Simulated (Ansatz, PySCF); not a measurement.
BrH5N2Si, SMILES N[SiH](N)Br. Atoms are numbered in the order given.

```xyz
9

Si    -0.4140    -0.5739     0.7086
N     -1.5363    -1.4061    -0.2862
N      0.7334    -1.7167     1.2711
Br     0.3688     1.0790    -0.6387
H     -0.8946     0.1448     1.9170
H     -2.0504    -0.9234    -1.0146
H     -2.0171    -2.2330     0.0535
H      1.2082    -2.3246     0.6095
H      1.3278    -1.4912     2.0631
```

Coordinates come from a B3LYP-D3(BJ)/def2-SVP optimisation. This is a generated structure with no PubChem entry under its InChIKey; it may be hypothetical. Other conformers were not sampled.

Two levels are set side by side: PBE-D3(BJ)/def2-SVP (Ansatz, a first-principles code) and B3LYP-D3(BJ)/def2-SVP (Ansatz). Each level has its own optimised geometry; the coordinates shown are those of the second. Frequencies come from the Hessian of PySCF at each geometry. Differences are taken from unrounded values.

| quantity | B3LYP-D3(BJ) |
|---|---|
| mean bond length (Å) | 1.406 |
| bond Si1–N2 (Å) | 1.715 |
| bond Si1–N3 (Å) | 1.714 |
| bond Si1–Br4 (Å) | 2.272 |
| bond Si1–H5 (Å) | 1.486 |
| bond N2–H6 (Å) | 1.014 |
| bond N2–H7 (Å) | 1.015 |
| bond N3–H8 (Å) | 1.016 |
| bond N3–H9 (Å) | 1.016 |
| highest harmonic wavenumber (cm⁻¹) | 3682 |
| mean harmonic wavenumber (cm⁻¹) | 1302 |
| zero-point energy (kcal/mol) | 39.10 |

What does PBE-D3(BJ) give, and how far is it from B3LYP-D3(BJ)? (The exact figures need the calculation; the answer reports its results.)


| quantity | PBE-D3(BJ) | PBE-D3(BJ) minus B3LYP-D3(BJ) |
|---|---|---|
| mean bond length (Å) | 1.415 | 0.009 |
| bond Si1–N2 (Å) | 1.727 | 0.012 |
| bond Si1–N3 (Å) | 1.725 | 0.011 |
| bond Si1–Br4 (Å) | 2.274 | 0.002 |
| bond Si1–H5 (Å) | 1.502 | 0.016 |
| bond N2–H6 (Å) | 1.022 | 0.008 |
| bond N2–H7 (Å) | 1.023 | 0.008 |
| bond N3–H8 (Å) | 1.024 | 0.007 |
| bond N3–H9 (Å) | 1.023 | 0.007 |
| highest harmonic wavenumber (cm⁻¹) | 3602 | -80 |
| mean harmonic wavenumber (cm⁻¹) | 1271 | -31 |
| zero-point energy (kcal/mol) | 38.17 | -0.93 |

GGA bonds tend to be longer and softer than those of functionals with exact exchange. Differences between two approximate levels are no errors against the true value.
